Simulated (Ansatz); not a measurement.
CdCl4. Charge 0, multiplicity 1. Geometry PBE0-D4/def2-SVP, basis def2-TZVP, Ansatz.

Cartesian coordinates in Å:
```
Cd -0.5343 0.4368 1.2459
Cl 1.1478 -0.2472 -1.0947
Cl -2.7538 -0.0682 1.1373
Cl 1.6839 1.0156 1.5251
Cl 0.4564 -1.1370 -2.8137
```

```csv
run,HOMO (eV),LUMO (eV)
A,-11.67,-1.43
B,-7.63,-4.84
C,-7.87,-4.62
D,-7.49,-4.60
E,-8.91,-3.72
```

In the def2 sets Cd takes a core potential; there is no spin–orbit coupling. LC-ωPBE has ω = 0.4 bohr⁻¹. In the singlet, Cl2 and Cl5 lie 2.06 Å apart (atoms count from 1), so these atoms are partly bonded to each other. Another isomer (singlet) lies 0.06 eV lower at LC-ωPBE/def2-TZVP; other spin states weren't run for this one.

Question: The runs used LC-ωPBE, LDA (SPW92), PBE, PBE0, r2SCAN. Estimate which is which.

Answer: A LC-ωPBE (range-separated); B LDA (SPW92) (0 % exact exchange); C r2SCAN (0 % exact exchange); D PBE (0 % exact exchange); E PBE0 (25 % exact exchange). Exact exchange lowers occupied and raises empty levels; among semilocal functionals meta-GGAs tend to open the gap a little, and such runs are hard to tell apart. The gap grows from 2.80 eV (LDA (SPW92)) to 10.24 eV (LC-ωPBE).
